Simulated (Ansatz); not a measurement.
```json
{"atom": "Cr", "x (Å)": "0.0000", "y (Å)": "0.0000", "z (Å)": "0.0000"}
{"atom": "Mn", "x (Å)": "0.0000", "y (Å)": "0.0000", "z (Å)": "2.4000"}
{"atom": "H", "x (Å)": "0.0000", "y (Å)": "1.2000", "z (Å)": "3.6000"}
```

Basis set: pcseg-2. Charge 0. Computed with Ansatz (development build ahead of 0.2.0); the lowest solution found for each multiplicity.

(1) How do the multiplicities compare at this shape? Give, from the lowest of each method, PBE0 (unrestricted) for 1, 3.

## Answers

(1)

```csv
method,multiplicity,E (eV),<S²>
"PBE0, unrestricted",1,0.000,4.95
"PBE0, unrestricted",3,1.279,5.96
```

Caution for PBE0, unrestricted: the unrestricted determinant is a mixture of spin states.
